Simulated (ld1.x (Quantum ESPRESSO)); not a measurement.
**Reading a pseudo-wave (chromium (Cr))**

Columns: radius, all-electron u(r) and pseudo u(r) of the 3d shell (level -9.84 eV) of chromium in the configuration [Ar] 3d5 4s0 4p0; PBEsol, scalar-relativistic, RRKJ scheme, ld1.x (Quantum ESPRESSO) 7.5.

```csv
r (bohr),all-electron,pseudo
0.160,0.1278,0.0188
0.320,0.4143,0.1328
0.480,0.6446,0.3630
0.640,0.7720,0.6398
0.800,0.8155,0.8551
0.960,0.8068,0.9381
1.120,0.7704,0.8953
1.280,0.7213,0.7908
1.440,0.6676,0.6892
1.600,0.6138,0.6162
1.760,0.5619,0.5619
1.920,0.5130,0.5130
2.080,0.4675,0.4675
2.240,0.4254,0.4254
2.400,0.3866,0.3866
2.560,0.3509,0.3509
2.720,0.3182,0.3182
2.880,0.2882,0.2882
3.040,0.2608,0.2608
3.200,0.2358,0.2358
3.360,0.2130,0.2130
3.520,0.1923,0.1923
3.680,0.1734,0.1734
3.840,0.1563,0.1563
4.000,0.1408,0.1408
4.160,0.1267,0.1267
```

How many radial nodes do the two functions have?

The all-electron 3d function has n − l − 1 = 0; the pseudo-wave has 0.

At about which radius was the pseudo-wave matched?

1.75 bohr, where the columns begin to agree (steps of 0.16 bohr).

Is the pseudo-wave norm-conserving?

Yes: the RRKJ scheme keeps the norm inside the radius equal to the all-electron one, which fixes the energy derivative of the logarithmic derivative at the level.
